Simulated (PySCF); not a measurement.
**Ethylbenzene: calculation and literature**

Molfile (atoms numbered from 1):
```
C8H10
     RDKit          3D

 18 18  0  0  0  0  0  0  0  0999 V2000
   -2.3883   -0.4630   -0.6437 C   0  0  0  0  0  0  0  0  0  0  0  0
   -1.6556    0.1395    0.5567 C   0  0  0  0  0  0  0  0  0  0  0  0
   -0.1724    0.1464    0.3165 C   0  0  0  0  0  0  0  0  0  0  0  0
    0.6074   -0.9455    0.6753 C   0  0  0  0  0  0  0  0  0  0  0  0
    1.9665   -0.9585    0.4174 C   0  0  0  0  0  0  0  0  0  0  0  0
    2.5650    0.1226   -0.2061 C   0  0  0  0  0  0  0  0  0  0  0  0
    1.7967    1.2149   -0.5708 C   0  0  0  0  0  0  0  0  0  0  0  0
    0.4378    1.2246   -0.3115 C   0  0  0  0  0  0  0  0  0  0  0  0
   -3.4623   -0.4687   -0.4714 H   0  0  0  0  0  0  0  0  0  0  0  0
   -2.1832    0.1159   -1.5416 H   0  0  0  0  0  0  0  0  0  0  0  0
   -2.0578   -1.4852   -0.8142 H   0  0  0  0  0  0  0  0  0  0  0  0
   -1.8842   -0.4473    1.4489 H   0  0  0  0  0  0  0  0  0  0  0  0
   -2.0099    1.1598    0.7186 H   0  0  0  0  0  0  0  0  0  0  0  0
    0.1446   -1.7915    1.1641 H   0  0  0  0  0  0  0  0  0  0  0  0
    2.5606   -1.8143    0.7038 H   0  0  0  0  0  0  0  0  0  0  0  0
    3.6265    0.1143   -0.4058 H   0  0  0  0  0  0  0  0  0  0  0  0
    2.2581    2.0614   -1.0588 H   0  0  0  0  0  0  0  0  0  0  0  0
   -0.1582    2.0808   -0.5959 H   0  0  0  0  0  0  0  0  0  0  0  0
  1  2  1  0
  2  3  1  0
  3  4  2  0
  4  5  1  0
  5  6  2  0
  6  7  1  0
  7  8  2  0
  8  3  1  0
  1  9  1  0
  1 10  1  0
  1 11  1  0
  2 12  1  0
  2 13  1  0
  4 14  1  0
  5 15  1  0
  6 16  1  0
  7 17  1  0
  8 18  1  0
M  END
```

Published estimates (parent shift plus substituent increments) and measurements: δ $^{13}$C C2 29.1; C1 15.8; δ $^{1}$H H12/H13 2.63; H9/H10/H11 1.21 ppm (measured; solution, not stated per compound (mostly CDCl3 or CCl4); Pretsch, Buehlmann, Badertscher, Structure Determination of Organic Compounds, 4th ed. (2009)).
δ $^{13}$C C5/C7 128.4; C4/C8 127.9; C6 125.7; δ $^{1}$H H15/H17 7.29; H14/H18 7.20; H16 7.16 ppm (estimated from measurements, as parent shift plus tabulated substituent increment; solution, not stated per compound (mostly CDCl3 or CCl4); Pretsch, Buehlmann, Badertscher, Structure Determination of Organic Compounds, 4th ed. (2009)).
δ $^{13}$C C3 144.1; C5/C7 128.5; C4/C8 128.1; C6 125.9 ppm (estimated from measurements, as parent shift plus tabulated substituent increment; solution, CCl4; Levy, Lichter, Nelson pp. 111-112; Breitmaier, Voelter pp. 256-258, as tabulated by Wired Chemist).

Computational details: NMR shieldings at PBE0/pcSseg-1/GIAO, GFN2-xTB structure, in PySCF (single conformer, one averaged value for each set of equivalent atoms, isolated molecule, non-relativistic).

Task: What does the calculation give, and how does it compare?

Result: 
Reference values: measured (solution, not stated per compound (mostly CDCl3 or CCl4); Pretsch, Buehlmann, Badertscher, Structure Determination of Organic Compounds, 4th ed. (2009)).
```
     atoms    quantity  reference  computed  computed, scaled
        C2  δ $^{13}$C       29.1      35.3              32.3
        C1  δ $^{13}$C       15.8      22.6              19.9
   H12/H13   δ $^{1}$H       2.63      2.65              2.60
H9/H10/H11   δ $^{1}$H       1.21      1.20              1.24
```

Reference values: estimated from measurements, as parent shift plus tabulated substituent increment (solution, not stated per compound (mostly CDCl3 or CCl4); Pretsch, Buehlmann, Badertscher, Structure Determination of Organic Compounds, 4th ed. (2009)).
| atoms | quantity | reference | computed | computed, scaled |
| --- | --- | --- | --- | --- |
| C5/C7 | δ $^{13}$C | 128.4 | 134.2 | 129.1 |
| C4/C8 | δ $^{13}$C | 127.9 | 133.3 | 128.2 |
| C6 | δ $^{13}$C | 125.7 | 131.0 | 125.9 |
| H15/H17 | δ $^{1}$H | 7.29 | 7.60 | 7.27 |
| H14/H18 | δ $^{1}$H | 7.20 | 7.49 | 7.16 |
| H16 | δ $^{1}$H | 7.16 | 7.48 | 7.15 |

Reference values: estimated from measurements, as parent shift plus tabulated substituent increment (solution, CCl4; Levy, Lichter, Nelson pp. 111-112; Breitmaier, Voelter pp. 256-258, as tabulated by Wired Chemist).
```json
{"atoms": "C3", "quantity": "δ $^{13}$C", "reference": "144.1", "computed": "151.4", "computed, scaled": "145.8"}
{"atoms": "C5/C7", "quantity": "δ $^{13}$C", "reference": "128.5", "computed": "134.2", "computed, scaled": "129.1"}
{"atoms": "C4/C8", "quantity": "δ $^{13}$C", "reference": "128.1", "computed": "133.3", "computed, scaled": "128.2"}
{"atoms": "C6", "quantity": "δ $^{13}$C", "reference": "125.9", "computed": "131.0", "computed, scaled": "125.9"}
```

Computed shifts are σ(ref) − σ with the named reference compound (TMS for H and C) calculated as an isolated molecule at the same level. The measured values may be among those fitted. Expected solution values come from regression of measured δ (H and C: mostly CDCl3, vs TMS) on computed σ: $^{13}$C: δ = 180.61 − 0.978σ (rms 2.1 ppm, 210 shifts, 2.3 ppm with the 2 outliers that the fit left out); $^{1}$H: δ = 30.01 − 0.943σ (rms 0.16 ppm, 131 shifts, 0.17 ppm with the 2 outliers that the fit left out). Occasional misses reach two or three times the rms, and more in compound classes unlike the fitted ones.

Task: How far are the unscaled $^{13}$C shifts from the references?

Result: Mean signed difference +5.87 ppm, mean absolute 5.87 ppm over 9 comparisons; the largest is +7.3 ppm at C3 (substituted aromatic carbon).

Task: How far are the unscaled $^{1}$H shifts from the references?

Result: Mean signed difference +0.19 ppm, mean absolute 0.19 ppm over 5 comparisons; the largest is +0.32 ppm at H16 (hydrogen on an aromatic CH).
